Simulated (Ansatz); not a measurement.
Reactions of CH$_{9}$Al$_{3}$Si (`C[SiH2][Al]([AlH2])[AlH2]`).

Program: Ansatz. Geometries: PBE0-D4/def2-TZVP. ΔE: electronic, gas phase. CCSD(T)/CBS is the MP2 limit (def2-TZVPP, def2-QZVPP) plus CCSD(T) − MP2 in def2-TZVPP, frozen cores. This one scheme is used for every species. For Se outer-core shells are correlated without core-valence functions, which leaves a few kJ/mol of doubt a bond. Scalar relativity is left out up to krypton. Each species was taken in one conformer, which may not be the lowest.

Q: Order these by ΔE at CCSD(T)/CBS, lowest first. (Estimate.)
A. `C[SiH2][Al]([AlH2])[AlH2]` + H₂ → `C[SiH2][AlH][AlH2]` + `[AlH3]`
B. `C[SiH2][Al]([AlH2])[AlH2]` + `[AlH2][SeH]` → `[AlH2][AlH][SeH]` + `C[SiH2][AlH][AlH2]`
C. `C[SiH2][Al]([AlH2])[AlH2]` + `C=C[SiH2]S` → `C=C[SiH2][S][AlH2]` + `C[SiH2][AlH][AlH2]`
D. `C[SiH2][Al]([AlH2])[AlH2]` + `N[SiH2]F` → `F[SiH2][NH][AlH2]` + `C[SiH2][AlH][AlH2]`

A: C (-109.5 kJ/mol), D (-87.5 kJ/mol), A (+3.8 kJ/mol), B (+12.4 kJ/mol).

Largest T1 diagnostic: 0.013, for `C[SiH2][Al]([AlH2])[AlH2]`.
